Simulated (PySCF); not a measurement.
BH₅O₃Si. Atoms are numbered in the order given.

```xyz
10

B      0.0461    -0.9557     0.0000
O      0.8299    -2.0716     0.0000
H      0.3525    -2.9035     0.0000
O     -1.3260    -0.9600     0.0000
H     -1.7457    -1.8228     0.0000
O      0.6736     0.2507     0.0000
Si     0.0155     1.7854     0.0000
H     -0.8165     2.0084    -1.2190
H     -0.8165     2.0084     1.2190
H      1.1584     2.7396     0.0000
```

Geometry: PBE0-D3(BJ)/def2-SVP. The values are those of a single conformer.

All values below come from PBE0/pcSseg-1 run with PySCF.

GIAO shieldings, no solvent; atoms alike by connectivity are averaged. δ = σ(ref) − σ: ¹¹B against BF3 (σ = 88.8 ppm); ¹⁷O against H2O (σ = 334.2 ppm); ¹H against TMS (σ = 31.56 ppm); ²⁹Si against TMS (σ = 352.7 ppm), references at their B3LYP-D3(BJ)/def2-TZVP geometries, non-relativistic.

**Question.** Estimate the chemical shifts. (The exact figures need the calculation; the answer reports its results.)

**Answer.** 
| nucleus | atoms | count | δ (ppm) |
|---|---|---|---|
| ¹¹B | B1 | 1 | 5.6 |
| ¹⁷O | O2, O4 | 2 | 89.7 |
| ¹⁷O | O6 | 1 | 58.8 |
| ¹H | H8, H9, H10 | 3 | 5.20 |
| ¹H | H3, H5 | 2 | 2.58 |
| ²⁹Si | Si7 | 1 | -34.5 |
